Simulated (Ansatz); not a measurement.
Compare A (`[F][Al]1[CH2]O[SiH2]1`) with its isomer B (`[F][Al]1[O]C[SiH2]1`).

Isolated molecules relaxed with PBE0-D4/def2-TZVP in Ansatz; ΔE leaves out vibrations. CCSD(T)/CBS is the MP2 limit (def2-TZVPP, def2-QZVPP) plus CCSD(T) − MP2 in def2-TZVPP, frozen cores. Functionals use def2-TZVPP. B3LYP here is the variant with VWN-RPA as its local correlation; programs differ in this.

A:

Z-matrix (Å, degrees):
```
C
Al 1 1.992
O 1 1.443 2 94.4
H 1 1.095 2 117.4 3 -114.6
H 1 1.094 2 117.5 3 114.6
F 2 1.648 1 135.6 3 -179.8
Si 2 2.412 1 73.8 3 0.1
H 7 1.490 2 123.7 1 -105.6
H 7 1.491 2 123.5 1 105.5
```

B:

```xyz
9

F     0.256   -3.121    1.045
Al    0.130   -1.568    0.527
O     1.032   -0.226    1.107
C     0.542    0.884    0.330
Si   -0.800    0.146   -0.851
H     0.124    1.644    0.998
H     1.370    1.337   -0.225
H    -0.476    0.242   -2.300
H    -2.178    0.662   -0.630
```

(1) Which is lower in electronic energy at CCSD(T)/CBS, and by how much? (Best estimate.)

(2) Give E(B) − E(A) in kJ/mol with B3LYP-D4, B3LYP, PBE-D4, ωB97M-V, CCSD/def2-TZVPP, MP2/def2-TZVPP, r2SCAN-D4. (Best estimate.)

Largest T1 diagnostic: 0.015.

Results:

(1) The calculation gave: B, by 56.7 kJ/mol.

(2) The calculation gave: B3LYP-D4 -53.1, B3LYP -52.5, PBE-D4 -55.9, ωB97M-V -54.9, CCSD/def2-TZVPP -57.6, MP2/def2-TZVPP -58.8, r2SCAN-D4 -58.7. None reverses the order clearly.

In def2-TZVPP, CCSD(T) changes the Hartree–Fock value by −7.6 kJ/mol (the triples alone add −0.8 kJ/mol) and MP2 by −8.0 kJ/mol.
